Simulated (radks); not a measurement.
Spherical quantum dot in the effective-mass picture: electrons in a hard-walled sphere of radius 4.41, all in effective atomic units (hartree* = m*/eps^2 hartree, bohr* = eps/m* bohr), one dielectric constant everywhere. Method: non-relativistic Kohn-Sham, exchange-only LDA, spin-polarised, spherical densities; computed with a radial shooting solver with Libxc functionals. Levels are named by radial order and angular momentum (1s, 1p, 1d, 2s, ...), and open shells are averaged over m.

N = 11, configuration 1s2 1p6 1d(up 3, down 0). This is the lowest configuration that the search found. Occupied and some empty levels:

| level | occupation | eigenvalue (hartree*) | <r> (bohr*) |
|---|---|---|---|
| 1s up | 1 | 3.4492 | 2.813 |
| 1s down | 1 | 3.5086 | 2.784 |
| 1p up | 3 | 3.6031 | 2.972 |
| 1p down | 3 | 3.6670 | 2.960 |
| 1d up | 3 | 3.8559 | 3.097 |
| 1d down | 0 | 3.9223 | 3.092 |
| 1f up | 0 | 4.1934 | 3.198 |
| 1f down | 0 | 4.2611 | 3.196 |
| 2s up | 0 | 4.3172 | 2.016 |
| 2s down | 0 | 4.3456 | 2.017 |
| 2p up | 0 | 4.7751 | 2.327 |
| 2p down | 0 | 4.8129 | 2.322 |

Energy (hartree*): total 22.7241, kinetic 7.0446, external 0, Hartree 18.578, exchange-correlation -2.8983.
